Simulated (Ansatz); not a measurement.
A nudged elastic band was laid between two geometries of BFH3N + FH (8 atoms, charge 0, multiplicity 1).

The calculation used RKS PBE0-D4/def2-SVP in Ansatz.

- movable images: 7
- climbing image: from the first iteration
- spring: 5.0 eV/Å²
- optimiser: fire
- start path: through a guess of the saddle point
- force threshold: 0.05 eV/Å
- iteration limit: 60
- end points: relaxed

Image 0:

```xyz
8
Properties=species:S:1:pos:R:3
B 0.035 -0.292 0.229
N 0.026 -0.113 1.631
H -0.800 -0.328 2.176
H 0.888 -0.137 2.166
F 1.198 -0.255 -0.408
H -0.989 -0.462 -0.382
F -0.362 2.498 0.839
H -0.230 1.687 1.289
```

Image 8:

```xyz
8
Properties=species:S:1:pos:R:3
B -0.141 0.370 0.095
N 0.048 0.236 1.756
H -0.857 0.225 2.227
H 0.553 -0.618 1.994
F 1.156 0.339 -0.363
H -0.834 -0.592 -0.221
F -0.741 1.600 -0.046
H 0.583 1.038 2.096
```

Which bonds break or form, and what moves?

Bonds broken: F7–H8. Bonds formed: B1–F7, N2–H8. BFH3N + FH becomes BF2H4N.

What energy profile does the band end with?

It converged. The highest image is number 3 of 0 to 8, 0.35 eV above the first end and 1.44 eV above the last; the last end lies 1.08 eV below the first. Another band between the same ends (7 images) ends at a top of the same energy, where a vibrational analysis finds 1 clearly imaginary mode. The orbitals stay closed-shell, which can raise the energy where a bond breaks towards radicals; this wasn't checked here.

| image | path coordinate (Å) | energy (eV) | F7–H8 (Å) | B1–F7 (Å) | N2–H8 (Å) |
| --- | --- | --- | --- | --- | --- |
| 0 | 0.00 | 0.00 | 0.94 | 2.88 | 1.85 |
| 1 | 0.37 | 0.03 | 0.94 | 2.56 | 1.80 |
| 2 | 0.72 | 0.17 | 0.96 | 2.17 | 1.67 |
| 3 | 1.07 | 0.35 | 1.07 | 1.79 | 1.40 |
| 4 | 1.53 | -0.44 | 1.51 | 1.50 | 1.08 |
| 5 | 1.98 | -1.00 | 2.07 | 1.39 | 1.02 |
| 6 | 2.43 | -1.05 | 2.30 | 1.38 | 1.02 |
| 7 | 2.88 | -1.07 | 2.41 | 1.38 | 1.02 |
| 8 | 3.32 | -1.08 | 2.58 | 1.38 | 1.02 |

What is the geometry of the highest image?


```xyz
8
Properties=species:S:1:pos:R:3:forces:R:3
B -0.029 0.093 0.252 0.00 0.00 0.00
N -0.018 0.088 1.763 0.00 0.00 0.00
H -0.782 -0.389 2.231 0.00 0.01 0.00
H 0.874 -0.150 2.189 0.00 -0.01 0.00
F 1.171 -0.056 -0.323 0.00 0.01 0.00
H -1.024 -0.275 -0.322 0.01 -0.01 -0.01
F -0.239 1.865 0.388 -0.01 -0.01 0.00
H -0.186 1.422 1.360 0.01 0.01 0.01
```

Run time: 13 min on 1 thread of Arm Neoverse V2, on a shared host, peak memory 0.14 GiB.
